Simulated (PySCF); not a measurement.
Species: C6H10OSi2.
Cartesian coordinates in Å at the PBE0-D3(BJ)/def2-SVP level; atoms count from 1:
```
atom  x, y, z in Å
Si1   -3.7527   -0.2265   -0.9452
C2    -2.3802   -0.1446    0.3290
C3    -1.4355    0.8128    0.3598
Si4   -0.0548    0.8730    1.6236
C5     1.5559    0.6313    0.7105
C6     1.8315    0.1900   -0.5594
C7     3.2511    0.2022   -0.7025
C8     3.7362    0.6493    0.4916
O9     2.7310    0.9099    1.3429
H10   -3.6059    0.9184   -1.8939
H11   -3.6863   -1.5140   -1.7044
H12   -5.0934   -0.1580   -0.2850
H13   -2.3474   -0.9325    1.0965
H14   -1.4618    1.6018   -0.4067
H15   -0.0184    2.1917    2.3272
H16   -0.2806   -0.2051    2.6353
H17    1.0948   -0.1105   -1.3025
H18    3.8350   -0.0818   -1.5753
H19    4.7421    0.8286    0.8642
```

All values: PBE0/pcSseg-1 (PySCF, non-relativistic), on one gas-phase PBE0-D3(BJ)/def2-SVP geometry that isn't relaxed in the solvent. The solvent is an IEF-PCM continuum (Bondi radii, 1.10 Å for H, scaled by 1.2). Specific hydrogen bonds and non-electrostatic terms are outside this model.

```csv
run,E − E(gas) (kJ/mol),HOMO (eV),HOMO–LUMO gap (eV),dipole (D)
gas,0.00,-6.77,5.73,0.95
P,-13.24,-6.79,5.87,1.25
Q,-5.78,-6.75,5.79,1.06
```

Problem. The runs were made in benzene and dimethylsulfoxide. Which run belongs to which solvent?

Solution. P = dimethylsulfoxide, Q = benzene. The dielectric constants are 2.271 (benzene), 46.83 (dimethylsulfoxide), and the energy falls further as ε rises. In this model the ground state sees the solvent through ε alone.

Problem. How constant is the ratio of the lowering to (ε − 1)/(2ε + 1)?

Solution. 
```
          solvent  (ε − 1)/(2ε + 1)  E − E(gas) (kJ/mol)  ratio (kJ/mol)  polarisation term (kJ/mol)
          benzene             0.229                -5.78           -25.2                       -6.04
dimethylsulfoxide             0.484               -13.24           -27.4                      -14.65
```

The ratio changes by +8.4 % in size from benzene to dimethylsulfoxide. The polarisation term is half the interaction of the solute with the induced surface charges.

Time: 73 s; peak memory 1.2 GiB. Hardware: Arm Neoverse N1, one thread, on a shared host. This is the whole shielding run at PBE0/pcSseg-1 in dimethylsulfoxide, SCF included.
